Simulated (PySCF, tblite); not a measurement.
Structures optimised with GFN2-xTB, isolated species. One conformer each, none proved a minimum here. Atom numbers follow the mapped SMILES.

Task: Rank these C–O bonds from shortest to longest.
A. C10–O11 in `[CH2:1]=[C:2]1[C:3]([C:4]([F:5])([F:6])[F:7])=[CH:8]/[C:9]1=[CH:10]/[O:11][CH3:12]` with C9–C10–O11–C12 180°
B. C7–O8 in `[CH2:1]=[CH:2][P-:3][c:4]1[cH:5][cH:6][cH:7][o:8]1` (charge -1) with C1–C2–P3–C4 180°, C2–P3–C4–C5 180°
C. O10–C11 in `[F:1][C:2]1=[CH:3][C@:4]([F:5])([C:6]([F:7])([F:8])[F:9])[O:10][CH2:11]1`

Result: A (1.348 Å), B (1.360 Å), C (1.424 Å).

- 1.348 Å: drawn single, vinylic carbon bearing oxygen to ether oxygen
- 1.360 Å: aromatic, aromatic CH next to a ring oxygen to furan-type oxygen, in a 5-membered ring
- 1.424 Å: drawn single, cyclic ether oxygen to sp3 carbon bound to oxygen, in a 5-membered ring

Task: Rank these C–C bonds from shortest to longest.
A. C3–C4 in `[CH2:1]=[CH:2][CH2:3][C:4]#[N:5]` with C1–C2–C3–C4 -118°
B. C6–C8 in `[CH:1]#[C:2][Si@@:3]([NH2:4])([PH2:5])[C:6](=[CH2:7])[CH3:8]` with C2–Si3–N4–H 81° and -59°, C2–Si3–P5–H 136° and 43°, C2–Si3–C6–C7 140°
C. C1–C2 in `[CH2:1]=[CH:2][P-:3][c:4]1[cH:5][cH:6][cH:7][o:8]1` (charge -1) with C1–C2–P3–C4 180°, C2–P3–C4–C5 180°
D. C2–C3 in `[CH2:1]=[C:2]1[C:3]([C:4]([F:5])([F:6])[F:7])=[CH:8]/[C:9]1=[CH:10]/[O:11][CH3:12]` with C9–C10–O11–C12 180°
E. C2–C3 in `[F:1][C:2]1=[CH:3][C@:4]([F:5])([C:6]([F:7])([F:8])[F:9])[O:10][CH2:11]1`

Result: E (1.325 Å), C (1.340 Å), A (1.443 Å), D (1.481 Å), B (1.498 Å).

- 1.325 Å: drawn double, vinylic C–F carbon to alkene CH carbon, in a 5-membered ring
- 1.340 Å: drawn double, terminal =CH2 carbon to alkene CH carbon
- 1.443 Å: drawn single, sp3 carbon next to a nitrile to nitrile carbon
- 1.481 Å: drawn single, both ends fully substituted alkene carbon, in a 4-membered ring
- 1.498 Å: drawn single, fully substituted alkene carbon to allylic carbon

These are computed values.
